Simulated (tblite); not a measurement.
CH3Cd (SMILES [CH3][Cd+]), charge +1, singlet, geometry from GFN2-xTB (such geometries of metal compounds can be far from the true shape); GFN1-xTB with ALPB(water) (tblite).

Input for tblite:
```
$ tblite run mol.xyz --method gfn1 --charge 1 --spin 0 --alpb water --json tblite.json --no-restart

# file mol.xyz
5

Cd    -0.24990741    -0.15685804    -0.19594938
C      1.26333355     0.79294976     0.99056455
H      1.79956127    -0.02050473     1.49205259
H      0.72593198     1.44551340     1.68777248
H      1.89006125     1.34647864     0.28235779
```

It wrote (shortened):

```
xTB calculator
 | screened Coulomb repulsion
 | Coulomb electrostatics
 |  * isotropic Klopman-Ohno-Mataga-Nishimoto electrostatics
 |  * onsite third-order electrostatics
 | DFT-D3(BJ) dispersion correction
 | Interactions (3)
 | [1] alpb/gbsa reaction field model
 | [2] cds contribution to solvation
 | [3] empirical free energy shift and standard state/solvent correction

halogen bonding energy    0.0000000000000E+00 Eh
repulsion energy          5.2145857104759E-02 Eh
dispersion energy        -9.4561166868507E-04 Eh
interaction energy       -2.3970039132380E-03 Eh
number of electrons       8.0000000000000E+00 e
integral cutoff           4.0000000000000E+01 bohr

------------------------------------------------------------
  cycle        total energy    energy error   density error
------------------------------------------------------------
      1     -3.982713029263  -4.0315163E+00   7.3954605E-01
      2     -4.163497731289  -1.8078470E-01   2.1703211E-01
      3     -4.183604604578  -2.0106873E-02   1.6039600E-01
      4     -4.185628401112  -2.0237965E-03   1.7015641E-02
      5     -4.185810867610  -1.8246650E-04   1.0062707E-02
      6     -4.185832514789  -2.1647179E-05   2.7913521E-03
      7     -4.185838364611  -5.8498226E-06   5.3168136E-04
      8     -4.185838661972  -2.9736049E-07   1.4193289E-04
      9     -4.185838672076  -1.0104331E-08   4.1276194E-06
------------------------------------------------------------

electronic energy        -4.2346419135989E+00 Eh
total energy             -4.1858386720761E+00 Eh

Post processing:
 | Mayer-Wiberg bond orders

[Info] JSON dump of results written to 'tblite.json'
```
